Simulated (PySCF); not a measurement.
Excitations are Tamm–Dancoff values on a coarser integration grid. The basis has no diffuse functions, so Rydberg states are missing or too high.

Z-matrix (Å, degrees):
```
Al
S 1 2.1770
H 2 1.3458 1 92.42
S 1 2.1805 2 116.78 3 179.05
H 4 1.3449 1 93.52 2 178.78
S 1 2.1835 2 119.03 3 -0.99
H 6 1.3448 1 93.92 2 178.85
```
Charge 0, spin multiplicity 1.

Problem. Give the HOMO–LUMO gap, S1–T1 gap (TDA), HOMO, dipole moment and LUMO at the level r2SCAN-D4/def2-TZVP (PySCF 2.14.0).

Solution. 
```json
{
 "HOMO–LUMO gap": "5.62 eV",
 "S1–T1 gap (TDA)": "0.34 eV",
 "HOMO": "-6.81 eV",
 "dipole_moment": "1.59 D",
 "LUMO": "-1.20 eV"
}
```
